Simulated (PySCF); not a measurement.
Insertion of a divalent centre (a silylene, a carbene or their kin)

Start structure (SiHCl$_{3}$, singlet), relaxed at PBE0-D4/def2-TZVP:

Si1  (-0.069, -0.933, -0.804)
Cl2  (1.998, -1.019, -0.535)
Cl3  (-0.732, -2.014, 0.852)
H4  (-0.928, 2.269, -0.212)
Cl5  (-0.256, 1.714, 0.727)
(Å)

The step: SiCl₂ + HCl → SiHCl₃ ([Cl][SiH]([Cl])[Cl]); bonds formed: Si1–H4, Si1–Cl5; bonds broken: H4–Cl5. Program: PySCF 2.14 with density fitting (its default auxiliary sets; JK sets also for MP2 and CCSD(T)). Basis: def2-TZVPP and def2-QZVPP. Cores are frozen in the correlated methods. Extrapolation: Hartree–Fock as exp(−7.88 √X), correlation as X^−2.97. Energies below are by CCSD(T) at an estimated basis limit (MP2 extrapolated from triple and quadruple zeta, plus CCSD(T) − MP2 in triple zeta).

**Question.** What are the electronic barrier and the energy of the step, from the start structure to the end structure? (To be estimated.)

**Answer.** By the calculation: Barrier 71.2 kJ/mol; step energy -233.5 kJ/mol (downhill); reverse barrier, their difference, 304.7 kJ/mol. Barrier and step energy count from the start structure, the reverse barrier from the end structure.

The saddle point: One imaginary mode of 912i cm⁻¹.
```json
{"pair": "Si1–H4", "start (Å)": "3.37", "saddle (Å)": "1.64", "end (Å)": "1.47"}
{"pair": "Si1–Cl5", "start (Å)": "3.06", "saddle (Å)": "2.52", "end (Å)": "2.03"}
{"pair": "H4–Cl5", "start (Å)": "1.28", "saddle (Å)": "1.57", "end (Å)": "2.87"}
```

Zero-point energy (harmonic, PBE0-D4): ZPE is 28.2 kJ/mol at the start and 24.9 kJ/mol at the saddle, so the barrier goes from 71.2 to 68.0 kJ/mol.

T1 diagnostic: at most 0.014. The restricted Hartree–Fock reference is unstable towards an unrestricted one at one or more of these structures. The start structure is not quite a true minimum (one mode of 49i cm⁻¹).

Losses and insertions of silylenes and their heavier kin drive the gas-phase chemistry of silicon and germanium vapour deposition.

Labels in which every atom is bracketed show which atoms are joined, not bond orders.

For scale, one of the runs: CCSD(T)/def2-TZVPP, 182 basis functions, launched by `OMP_NUM_THREADS=4 python run.py`. The run took 6.6 min on 4 CPU threads of an Arm Neoverse N1 (shared host), with 1.8 GiB of host memory at its peak.
